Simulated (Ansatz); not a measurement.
A structure relaxed at PBE0-D4/def2-TZVP, charge 0, multiplicity 1:

Cartesian coordinates in Å:
```
C 0.444 -0.250 1.838
Ge 0.020 0.158 -0.017
C 1.255 -0.678 -1.267
C -1.842 -0.197 -0.454
C 0.266 2.079 -0.217
N 0.411 3.216 -0.335
H 0.326 -1.320 2.018
H -0.223 0.293 2.509
H 1.473 0.031 2.064
H 1.030 -0.367 -2.288
H 1.167 -1.764 -1.204
H 2.282 -0.395 -1.033
H -2.059 0.114 -1.476
H -2.047 -1.265 -0.362
H -2.502 0.345 0.224
```

Give its formula and SMILES.

C4H9GeN, `[CH3][Ge]([CH3])([CH3])[C]#N`.

Point group (tolerance 0.08 Å, 0.16 Å for H)?

C3v.

Summarise the bond lengths by kind.

4 × C–Ge 1.946 to 1.947 Å; 9 × C–H 1.090 to 1.092 Å; 1 × C–N 1.152 Å.

Results of the Gaussian-basis code of Ansatz.
